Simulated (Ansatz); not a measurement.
Species: CH₃Si (charge 0, doublet). It need not be the lowest isomer of its formula. 
Coordinates optimised at B3LYP-D3(BJ)/def2-TZVP (Ansatz, a quantum-chemistry and plane-wave program):
```
C
H 1 1.0932
H 1 1.0932 2 109.47
H 1 1.1026 2 106.58 3 -114.91
Si 1 1.8983 2 114.66 4 -114.60
```
Charge 0, spin multiplicity 2.

Basis-set convergence of Hartree-Fock and MP2 correlation energies (hartree) with Ansatz. Correlated levels leave the core frozen unless marked. Open shells are spin-unrestricted. Spin-orbit coupling is left out. No relativistic terms.

```
basis       functions       E(HF)  E(corr, MP2)
----------  ---------  ----------  ------------
def2-SVP           47  -328.35198      -0.20741
def2-TZVPP        115  -328.49608      -0.25702
def2-QZVPP        217  -328.50647      -0.27408
```

Extrapolating the two largest sets (X = 3 and 4) as X^-3: E(corr) = (64·(-0.27408) - 27·(-0.25702))/37 = -0.2865 Eh, an estimate of the basis-set limit. The largest set recovers 95.7 % of it, the smallest 72.4 %.
